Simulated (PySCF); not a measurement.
Interval between two levels of Au by level of theory

Au [Xe] 4f14 5d10 6s1 [2S1/2, M_J = 1/2] → Au [Xe] 4f14 5d9 6s1 6p1 [4F9/2, M_J = 9/2], as a difference of total energies. Calculation: PySCF 2.14, in x2c-TZVPall-2c with one added diffuse shell each of s, p, d type (12s12p11d2f, 117 functions); the two-component X2C-1e Hamiltonian. Correlated levels: [Kr] 4d10 4f14 frozen; the 34 highest virtual spinors dropped. "Screened" scales the spin-orbit matrix elements by Boettger's factors to mimic the two-electron term; Breit and QED terms are absent.

```tsv
method	interval between two levels (cm⁻¹)
GHF (screened spin-orbit)	37269
GMP2 (screened spin-orbit)	47913
```

The labels give the starting determinants; with spin-orbit coupling the two ends relaxed to ⟨J²⟩ = 0.75, ⟨L²⟩ = 0.18, ⟨S²⟩ = 0.94 and ⟨J²⟩ = 24.78, ⟨L²⟩ = 12.19, ⟨S²⟩ = 3.93.
